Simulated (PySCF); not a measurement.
# A single-point calculation

Cs2O(H2O)2 (singlet). PySCF 2.14.0, RKS B3LYP, Cs def2-SVP with ECP46, O def2-SVP, H def2-SVP; non-relativistic Hamiltonian with scalar-relativistic core potentials where named; density fitting; no spin-orbit coupling. Purpose: singlet excitations, Tamm-Dancoff B3LYP. The geometry is a saddle point of the state and level it was relaxed for.

```python
mol = gto.M(atom='''
Cs    -0.00000     0.00000     2.51655
Cs     0.00000    -0.00000    -2.51655
O     -0.00000     0.00000    -0.00000
O     -0.00000     0.00000     5.83679
H      0.76502     0.00000     6.44723
H     -0.76502     0.00000     6.44723
O      0.00000    -0.00000    -5.83679
H      0.76502    -0.00000    -6.44723
H     -0.76502    -0.00000    -6.44723''',
    basis={'Cs': 'def2-SVP', 'O': 'def2-SVP', 'H': 'def2-SVP'},
    ecp={'Cs': 'def2-SVP'},
    charge=0, spin=0)
mf = dft.RKS(mol, xc='B3LYP')
mf.grids.atom_grid = (50, 194)
mf = mf.density_fit()  # fitting sets: Cs def2-universal-JKFIT, O def2-universal-JKFIT, H def2-universal-JKFIT
mf.conv_tol = 1e-08; mf.max_cycle = 55
mf.kernel(dm0)  # dm0: converged density of the relaxed state
td = mf.TDA(); td.nstates = 8; td.kernel()
```

Run from Python with OMP_NUM_THREADS=2; the lines above give its settings. Where DIIS fails, smearing, a level shift and second-order steps follow.
It took 24 s on 2 threads of Arm Neoverse V1, with other jobs on the host, from an already converged density.

(1) Where do the frontier levels lie, over both spins?

(2) What are the Mulliken charges and spins?

(3) Which singlet excitations follow (Tamm-Dancoff, 8 states)?

The geometry was relaxed with BP86 (Cs def2-SVP with ECP46, O def2-SVP, H def2-SVP).

Results:

(1) HOMO -2.05 eV, LUMO -0.72 eV. The gap is small, and the closed shell wasn't tested for a lower spin-broken solution.

(2) 
```
atom  charge (e)  spin (e)
 Cs1       0.283     0.000
 Cs2       0.283     0.000
  O3      -0.720     0.000
  O4      -0.250     0.000
  H5       0.163     0.000
  H6       0.163     0.000
  O7      -0.250     0.000
  H8       0.163     0.000
  H9       0.163     0.000
```

(3) 
```csv
state,eV,oscillator strength
1,0.87,0.1570
2,1.02,0.0055
3,1.03,0.0053
4,1.06,0.0000
5,1.06,0.0000
6,1.23,0.0000
7,1.66,0.1173
8,1.78,0.0000
```
Functionals without range separation put charge-transfer states too low; the basis has no diffuse functions.
